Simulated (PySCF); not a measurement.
SMILES [C-](#[O+])->[Ru](<-[C-]#[O+])(<-[C-]#[O+])(<-[C-]#[O+])<-[C-]#[O+] (C₅O₅Ru), CAM-B3LYP/def2-SVP optimised geometry.

```
11

Ru     0.00    -1.55     0.00
O      0.00    -3.09     2.68
C      0.00    -2.52     1.69
O      3.09    -1.55     0.00
C      1.95    -1.55     0.00
O     -3.09    -1.55     0.00
C     -1.95    -1.55     0.00
O      0.00     1.55     0.00
C      0.00     0.41     0.00
O      0.00    -3.09    -2.68
C      0.00    -2.52    -1.69
```

Density from CAM-B3LYP/def2-TZVP, def2 effective core potentials past Kr run with PySCF 2.14.0 at that geometry. The core electrons that the potentials of Ru replace are not part of the density.

Minimum of the electron density along straight lines between bonded atoms, close to the bond critical point (lines longer than 1.1 times the sum of covalent radii, or with two minima, are not listed):

```
bond     length / Å  ρ at the minimum / e bohr⁻³  ∇²ρ there / e bohr⁻⁵  position (fraction from the first atom)
-------  ----------  ---------------------------  --------------------  ---------------------------------------
Ru1–C3        1.955                        0.140                  0.40                                     0.54
O2–C3         1.140                        0.494                  0.53                                     0.66
O4–C5         1.135                        0.500                  0.60                                     0.66
O6–C7         1.135                        0.500                  0.60                                     0.66
Ru1–C9        1.955                        0.140                  0.40                                     0.54
O8–C9         1.140                        0.494                  0.53                                     0.66
Ru1–C11       1.955                        0.140                  0.40                                     0.54
O10–C11       1.140                        0.494                  0.53                                     0.66
```
